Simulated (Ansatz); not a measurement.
Consider the redistribution: `[O]=[Mo]([F])(=[S])[Cl]` + `[NH2][Cd][Br]` → `[NH2][Mo](=[O])(=[S])[Cl]` + `[F][Cd][Br]`.

Calculated with Ansatz (gas phase, PBE0-D4/def2-TZVP geometries, no zero-point term in ΔE). CCSD(T)/CBS is the MP2 limit (def2-TZVPP, def2-QZVPP) plus CCSD(T) − MP2 in def2-TZVPP, frozen cores. Functionals use def2-TZVPP. def2 core potentials past Kr. For Br, Cd, Mo outer-core shells are correlated without core-valence functions, which leaves a few kJ/mol of doubt a bond. Scalar relativity is left out up to krypton. Each species was taken in one conformer, which may not be the lowest.

(1) Is it downhill or uphill in electronic energy at CCSD(T)/CBS, and by how much? (Estimate.)

(2) What do these levels give: revPBE-D4, r2SCANh-D4, r2SCAN0-D4, revPBE, r2SCAN, BHLYP? (Estimate.)

Largest T1 diagnostic among the species: 0.024, so the coupled-cluster value is less sure than usual.

Results:

(1) Ansatz gave: Downhill: ΔE = -0.16 eV.

(2) The calculation gave: revPBE-D4 -0.06, r2SCANh-D4 -0.07, r2SCAN0-D4 -0.11, revPBE 0.00, r2SCAN -0.03, BHLYP -0.15 eV.

From PBE to PBE0 (25 % exact exchange), in def2-TZVPP and without D4, ΔE moves by −0.07 eV. In def2-TZVPP, CCSD(T) changes the Hartree–Fock value by +0.19 eV (the triples alone add +0.04 eV) and MP2 by +0.25 eV.
